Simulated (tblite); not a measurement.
neopentasilane (H12Si5), singlet, at a GFN2-xTB geometry; IPEA1-xTB (tblite 0.6.0).

tblite was given this input:
```
$ tblite run mol.xyz --method ipea1 --charge 0 --spin 0 --json tblite.json --no-restart

# file mol.xyz
17

Si    -0.39987379    -0.88118962    -2.13497317
Si     0.00008728     0.00003811    -0.00007686
Si    -0.01936908     2.34160751    -0.10489889
Si    -1.67154749    -0.72989766     1.47203667
Si     2.09073072    -0.73054627     0.76788792
H     -1.68998104    -0.45654750    -2.68313463
H     -0.41130091    -2.34577006    -2.14253522
H      0.61550825    -0.47256910    -3.10822246
H      0.23433488     2.96233684     1.19721786
H     -1.30379917     2.87015447    -0.56972258
H      0.99732510     2.86932833    -1.01760325
H     -3.00679306    -0.28341603     1.06836245
H     -1.73661000    -2.19012134     1.56527369
H     -1.46866158    -0.23902180     2.83697536
H      2.17817573    -2.19028969     0.84962613
H      3.18787523    -0.30048259    -0.10188489
H      2.40353971    -0.22377048     2.10598823
```

Problem. What does tblite print? Leave out banner, timings and long lists.

Solution. 
```
xTB calculator
 | screened Coulomb repulsion
 | Coulomb electrostatics
 |  * isotropic Klopman-Ohno-Mataga-Nishimoto electrostatics
 |  * onsite third-order electrostatics
 | DFT-D3(BJ) dispersion correction

halogen bonding energy    0.0000000000000E+00 Eh
repulsion energy          1.7298976246899E-01 Eh
dispersion energy        -8.7790935170876E-03 Eh
number of electrons       3.2000000000000E+01 e
integral cutoff           4.0000000000000E+01 bohr

------------------------------------------------------------
  cycle        total energy    energy error   density error
------------------------------------------------------------
      1     -16.19392866658  -1.6358139E+01   3.2324298E-01
      2     -16.23306265028  -3.9133984E-02   1.8722868E-01
      3     -16.23391203808  -8.4938780E-04   3.2837318E-02
      4     -16.23467590678  -7.6386869E-04   5.8728369E-03
      5     -16.23468249313  -6.5863475E-06   1.2568467E-03
      6     -16.23468702490  -4.5317768E-06   1.9497361E-04
      7     -16.23468706208  -3.7180929E-08   1.8051071E-04
      8     -16.23468710284  -4.0761595E-08   1.2035070E-06
------------------------------------------------------------

electronic energy        -1.6398897771796E+01 Eh
total energy             -1.6234687102844E+01 Eh

Post processing:
 | Mayer-Wiberg bond orders

[Info] JSON dump of results written to 'tblite.json'
```
